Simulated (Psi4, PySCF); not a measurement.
C4H7BrOSi (SMILES C=C[Si](O)(Br)C=C), singlet, geometry from GFN2-xTB, atoms displaced at random by about 0.08 Å a coordinate. Base run: PySCF with R2SCAN/STO-3G, gradient.

PySCF was given this input:
```python
from pyscf import gto, scf, dft

mol = gto.Mole()
mol.atom = '''
    C    -2.083887   -1.698671   -0.311051
    C    -1.188446   -1.308352   -1.140552
    Si    0.256866   -0.225403   -0.619933
    O     0.431810    1.045000   -1.593739
    Br   -0.497128    0.796955    1.152539
    C     1.761753   -1.072683   -0.351914
    C     2.985822   -0.643427   -0.751869
    H    -2.436576   -1.367551    0.575753
    H    -2.973132   -2.333594   -0.751945
    H    -1.028462   -1.839193   -2.034302
    H    -0.169841    1.620563   -1.954157
    H     1.783169   -1.654572    0.512382
    H     3.937238   -1.282815   -0.661328
    H     3.059057   -0.039722   -1.742928
'''
mol.basis = 'sto-3g'
mol.charge = 0
mol.spin = 0
mol.verbose = 4
mol.build()

mf = dft.RKS(mol)
mf.xc = 'r2scan'
mf.kernel()
g = mf.nuc_grad_method()
grad = g.kernel()
```

Programs used: Psi4, PySCF; a row that names a program was run with it.

The coordinate followed is x of atom 14.

The base run was repeated with changes; each row names its change, and settings that it needs were set with it.

| change | dE/dx (Eh/bohr) | net force (Eh/bohr) |
|---|---|---|
| base | 0.004057 | 0.004072 |
| conv_tol = 1e-6 | 0.004057 | 0.004072 |
| conv_tol = 1e-4 | 0.004099 | 0.004065 |
| finite difference step (bohr) = 1e-4; conv_tol = 1e-11 | 0.004065 | - |
| density fitting = on; auxbasis_response = off | 0.004051 | 0.007451 |
| conv_tol = 1e-11 | 0.004057 | 0.004072 |
| grids.level = 5; grid_response = on | 0.004054 | 0.000000 |
| density fitting = on | 0.004056 | 0.004073 |
| code = psi4 | 0.004050 | 0.003805 |
| grids.level = 0; grid_response = off | 0.004197 | 0.028318 |
| finite difference step (bohr) = 0.05; conv_tol = 1e-11 | 0.004067 | - |
| finite difference step (bohr) = 1e-3; conv_tol = 1e-11 | 0.004065 | - |

The net force is zero for an exact gradient.
